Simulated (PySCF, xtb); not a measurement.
CH4N2S, SMILES C(N)(=S)N. Other conformers were not sampled.

Harmonic wavenumbers (cm⁻¹) from xtb with GFN2-xTB at its own minimum, in rising order: 312, 342, 357, 407, 457, 503, 529, 790, 968, 1020, 1330, 1371, 1477, 1496, 3451, 3453, 3529, 3533.

Task: What does PySCF 2.14.0 with PBE-D3(BJ)/def2-SVP give at its own minimum? (An estimate is asked for; the answer gives what the named calculation found.)

Result: 328, 370, 392, 442, 490, 571, 620, 765, 1016, 1038, 1375, 1405, 1548, 1558, 3464, 3473, 3611, 3612. Paired by order, the mean absolute difference is 45 cm⁻¹ and the zero-point energies are 36.2 and 37.3 kcal/mol.
